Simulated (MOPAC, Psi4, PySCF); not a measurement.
Relaxed torsion scan: C8H8O2, SMILES COC(=O)c1ccccc1. Scanned: dihedral C1–O2–C3–O4; all other coordinates were relaxed at GFN2-xTB. Points at φ and −φ are mirror images. Heavy atoms are numbered in the order of the SMILES COC(=O)c1ccccc1, hydrogens after them in the order of the atoms that carry them; the mirror image has the same energies with the sign of each dihedral reversed.

- PBE0/def2-SVP // GFN2-xTB (Psi4)
- RHF/3-21G = restricted Hartree-Fock/3-21G, density fitting // GFN2-xTB (PySCF)
- PM6, restricted, heats of formation // GFN2-xTB (MOPAC)

Energies in kJ/mol, each method relative to its own lowest point.

```
φ / °  PBE0/def2-SVP  RHF/3-21G   PM6
-----  -------------  ---------  ----
-150            53.2       66.5  34.7
-120            55.2       55.0  40.8
-90             54.2       46.1  41.2
-60             37.9       32.6  26.8
-30             13.1       12.0   8.0
0                0.0        0.0   0.0
30              13.1       12.0   8.0
60              37.9       32.6  26.8
90              54.2       46.1  41.2
120             55.2       55.0  40.8
150             53.2       66.5  34.7
180             58.5       80.9  27.4
```
